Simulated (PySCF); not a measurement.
Gas-phase equilibrium of 1 mol SO2, 5.1 mol O2 at 1600 K and 10.0 bar, among 11 species (S2O, SO2, O2, O, S2, S6, O3, SO, S8, S, SO3). Only gases are allowed; each row takes one source of thermochemistry for all species, and Cantera finds the minimum.

Method: PySCF energies (xtb for GFN2) plus ideal-gas RRHO corrections (1 bar). † marks an energy on the PBE0/def2-TZVP geometry and frequencies; other levels use their own. MP2 freezes the core. Open shells (unrestricted) among the columns below: O2 (multiplicity 3), O (multiplicity 3, electronic degeneracy 9), SO (multiplicity 3); the rest are closed-shell singlets. GFN2 has no spin-polarisation term. Spin-orbit splitting is ignored; it lowers the true energy and changes the entropy of O. MP2 isn't extrapolated to the basis-set limit. The harmonic model lacks anharmonicity and excited electronic states, which grow with temperature; levels with a mode under 35 cm⁻¹ are left out. Strong static correlation: O3.

Molecules larger than those listed are left out.

Mole fractions:

```tsv
thermochemistry	x O	x O2	x O3	x SO3	x SO2	x SO
BLYP/def2-TZVP†	4.7e-7	0.84	6.4e-9	0.0011	0.16	2.8e-6
GFN2-xTB	<1e-12	0.010	0.75	0.24	0.0061	<1e-12
HF/def2-TZVP†	0.86	0.045	<1e-12	5.9e-5	0.064	0.027
M06-2X/def2-TZVP†	3.5e-6	0.84	3.2e-11	0.0074	0.16	1.1e-6
MP2/def2-SVP†	5.3e-6	0.84	1.7e-9	3.6e-5	0.16	8.5e-5
PBE/def2-SVP	5.4e-8	0.84	1.1e-8	0.00012	0.16	1.0e-4
```
The most sensitive of these is O: it spans a factor of 10^11.9 over these rows; at this temperature one factor of ten is RT ln 10 = 31 kJ/mol.
